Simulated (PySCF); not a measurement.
SMILES C#CCCCC (C₆H₁₀) (GFN2-xTB optimised geometry):

```
16

C      1.723    -1.793    -0.007
C      0.526    -1.812     0.000
C     -0.923    -1.812     0.000
C     -1.489    -0.387     0.000
C     -1.130     0.371     1.275
C     -1.686     1.789     1.265
H      2.771    -1.787    -0.011
H     -1.272    -2.348    -0.887
H     -1.276    -2.350     0.885
H     -2.577    -0.440    -0.098
H     -1.100     0.154    -0.865
H     -1.526    -0.168     2.140
H     -0.043     0.404     1.374
H     -1.286     2.350     0.423
H     -2.771     1.774     1.180
H     -1.421     2.311     2.181
```

Computed with CAM-B3LYP/def2-TZVP (PySCF).

What are the frontier orbital energies and the dipole moment?

HOMO-2 -10.76 eV, HOMO-1 -9.06 eV, HOMO -9.01 eV, LUMO 1.82 eV, LUMO+1 2.30 eV; dipole moment 0.74 D.

Meta-Löwdin charges at CAM-B3LYP/def2-TZVP: C1 -0.24, C2 -0.02, C3 -0.20, C4 -0.18, C5 -0.18, C6 -0.33, H7 0.17, H8 0.13, H9 0.13, H10 0.10, H11 0.10, H12 0.09, H13 0.11, H14 0.11, H15 0.10, H16 0.11.
